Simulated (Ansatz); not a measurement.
Ideal-gas functions of FH3NOPSn (`[F][SnH]1[NH]P[O]1`) at 400 K and 1 bar, from an Ansatz frequency run at PBE0-D4/def2-TZVP.

Molar mass 201.71 g/mol, point group C1 (symmetry number 1), electronic degeneracy 1, moments of inertia 95.513, 316.213, 323.439 u Å². Harmonic wavenumbers (cm⁻¹, unscaled): 103, 141, 224, 334, 445, 453, 559, 565, 631, 714, 756, 796, 916, 986, 1121, 1988, 2287, 3605.

Use S(trans) = R[1.5 ln M + 2.5 ln T − 1.1517]; rotational temperatures θ = 24.2544 K / I; S(rot) = R[ln(√π/σ · √(T³/θAθBθC)) + 1.5]; for each mode x = 1.438777 ν̃/T, S = R[x/(eˣ − 1) − ln(1 − e⁻ˣ)] and H = RT x/(eˣ − 1); 1 cm⁻¹ = 0.0119627 kJ/mol; R = 8.31446 J/(mol·K).

By hand: the entropy, in J/(mol·K).

Translation 181.1. Rotation: θ = 0.2539, 0.0767, 0.075 K, giving 119.1. Vibration, mode by mode: 16.62, 14.05, 10.33, 7.27, 5.24, 5.12, 3.78, 3.72, 3.08, 2.44, 2.16, 1.93, 1.37, 1.12, 0.75, 0.05, 0.02, 0.00, in all 79.0. Electronic 0.0. Sum 379.2 J/(mol·K).

By hand: H − E and G − E in kJ/mol, counted from the electronic energy.

Zero-point energy ½ × 16624 × 0.0119627 = 99.4; thermal vibration 17.7; translation, rotation and pV give 4 RT = 13.3. H − E = 130.4 kJ/mol, and G − E = 130.4 − 400 × 379.2/1000 = -21.3 kJ/mol.

Vibration gives 21 % of the entropy, 30.7 J/(mol·K) of it from the modes under 150 cm⁻¹: soft modes count most, and the harmonic formula is weakest for them. The sum counts one conformer and one mirror image; others add a mixing term.
